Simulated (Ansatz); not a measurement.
Frontier orbitals of `[CH3][Ga-]([CH3])([OH])[PH3+]`.

Charge 0, multiplicity 1. Correlated methods include outer-core shells of Ga, which these sets cover unevenly. Scalar relativity is left out up to krypton. The geometry is a stationary point of PBE0-D4/def2-TZVP. It is one conformer, not always the lowest. Basis def2-TZVPP, the Gaussian-basis code of Ansatz.

```tsv
functional	HOMO (eV)	LUMO (eV)	gap (eV)
PBE	-5.96	-0.73	5.23
revPBE	-5.89	-0.67	5.22
PBE0	-7.25	0.15	7.40
HSE06 (plane-wave form)	-6.86	-0.23	6.63
BHLYP	-8.42	1.03	9.45
CAM-B3LYP	-8.62	1.20	9.82
ωB97M-V	-9.51	1.87	11.38
```

From PBE to PBE0 the HOMO moves by −1.30 eV and the LUMO by +0.89 eV, and with ωB97M-V by −3.55 and +2.61 eV, so the gap grows from 5.22 to 11.38 eV with exact exchange. A positive LUMO is unbound and depends on the basis.
